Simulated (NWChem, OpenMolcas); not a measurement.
**A ladder of methods for BCl2F (dichlorofluoroborane)**

The species is BCl2F (4 atoms), meant as a singlet with charge 0. SMILES: `FB(Cl)Cl`. Geometry: relaxed at PBE0-D4/def2-TZVP.

Quantity: the HOMO–LUMO gap, in eV. The values are calculated.

```json
{"level": "BLYP/6-311+G**", "kind": "GGA", "program": "OpenMolcas", "value (eV)": "5.93", "CPU time": "27 s"}
{"level": "revPBE/6-311+G**", "kind": "GGA", "program": "OpenMolcas", "value (eV)": "6.00", "CPU time": "27 s"}
{"level": "M06-L/6-311+G**", "kind": "meta-GGA", "program": "OpenMolcas", "value (eV)": "6.60", "CPU time": "35 s"}
{"level": "TPSS/6-311+G**", "kind": "meta-GGA", "program": "OpenMolcas", "value (eV)": "6.20", "CPU time": "35 s"}
{"level": "BHLYP/6-311+G**", "kind": "global hybrid", "program": "OpenMolcas", "value (eV)": "10.80", "CPU time": "27 s"}
{"level": "M06-2X/6-311+G**", "kind": "hybrid meta-GGA", "program": "NWChem", "value (eV)": "10.68", "CPU time": "19 s"}
{"level": "PBE0/6-311+G**", "kind": "global hybrid", "program": "OpenMolcas", "value (eV)": "8.39", "CPU time": "27 s"}
{"level": "B2PLYP/6-311+G**", "kind": "double hybrid", "program": "OpenMolcas", "value (eV)": "11.10", "CPU time": "22 s"}
```

The values span 5.93 to 11.10 eV. Orbital gaps aren't excitation energies, and those of double hybrids come from the SCF part alone; they tend to grow with the share of exact exchange. CPU times are rough (shared hosts, several kinds of processor and program).
